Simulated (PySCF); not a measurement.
**Computed vibrations of [Hg(SH)3]−**

[Hg(SH)3]− (singlet). PySCF 2.14.0, RKS PBE0, Hg def2-SVP with ECP60, S def2-SVP, H def2-SVP; non-relativistic Hamiltonian with scalar-relativistic core potentials where named; density fitting; no spin-orbit coupling. Central differences of gradients.

```xyz
7

Hg    0.0000    0.0000   -0.0026
S     2.5473    0.0000   -0.0361
H     2.6086    0.0000    1.3147
S    -1.2737    2.2061   -0.0361
H    -1.3043    2.2591    1.3147
S    -1.2737   -2.2061   -0.0361
H    -1.3043   -2.2591    1.3147
```

Run from Python with OMP_NUM_THREADS=2. Where DIIS fails, smearing, a level shift and second-order steps follow.
It took 36 s on 2 threads of Arm Neoverse V2, on a shared host.

What are the harmonic wavenumbers and infrared intensities?

Modes are labelled in C3v; negative numbers are unstable modes, those under 60 cm⁻¹ near the noise; a finer grid moves soft modes by up to 10 cm⁻¹.
| cm⁻¹ | km/mol | symmetry |
| --- | --- | --- |
| -243 | – | a2 |
| -216 | – | e |
| -216 | – | e |
| 68 | 15.8 | e |
| 68 | 15.8 | e |
| 73 | 11.4 | a1 |
| 238 | 65.0 | e |
| 238 | 65.0 | e |
| 249 | 0.0 | a1 |
| 541 | 8.0 | e |
| 541 | 8.0 | e |
| 584 | 0.1 | a1 |
| 2699 | 0.7 | e |
| 2699 | 0.7 | e |
| 2699 | 66.3 | a1 |

Is this a minimum?

No: 3 unstable; the lowest moves the atoms so:
```
Hg   0.00  0.00  0.00
S    0.00 -0.02  0.00
H    0.00  0.58  0.00
S    0.02  0.01  0.00
H   -0.50 -0.29  0.00
S   -0.02  0.01  0.00
H    0.50 -0.29  0.00
```
